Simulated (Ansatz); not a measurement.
System: CH$_{4}$BO$_{3}$ (charge 0, doublet). It need not be the lowest isomer of its formula. 
Geometry from a B3LYP-D3(BJ)/def2-TZVP (Ansatz, a first-principles code) optimisation:
```
O
B 1 1.3509
O 2 1.3740 1 119.63
O 2 1.3742 1 122.61 3 180.00
H 4 0.9626 2 114.97 1 180.00
C 1 1.4283 2 120.66 3 -180.00
H 6 1.0879 1 106.97 2 -180.00
H 6 1.0911 7 109.48 1 120.28
H 6 1.0911 7 109.48 8 119.43
```
Charge 0, spin multiplicity 2.

Basis-set convergence of Hartree-Fock and CCSD correlation energies (hartree) with Ansatz. Cores are frozen in the correlated levels unless marked. Open shells are spin-unrestricted. Spin-orbit coupling is left out. Non-relativistic.

```
basis    functions       E(HF)  E(corr, CCSD)
-------  ---------  ----------  -------------
cc-pVDZ         90  -289.59373       -0.76498
cc-pVTZ        206  -289.68948       -0.95459
cc-pVQZ        395  -289.71130       -1.01802
```

Extrapolating the two largest sets (X = 3 and 4) as X^-3: E(corr) = (64·(-1.01802) - 27·(-0.95459))/37 = -1.0643 Eh, an estimate of the basis-set limit. The largest set recovers 95.7 % of it, the smallest 71.9 %.
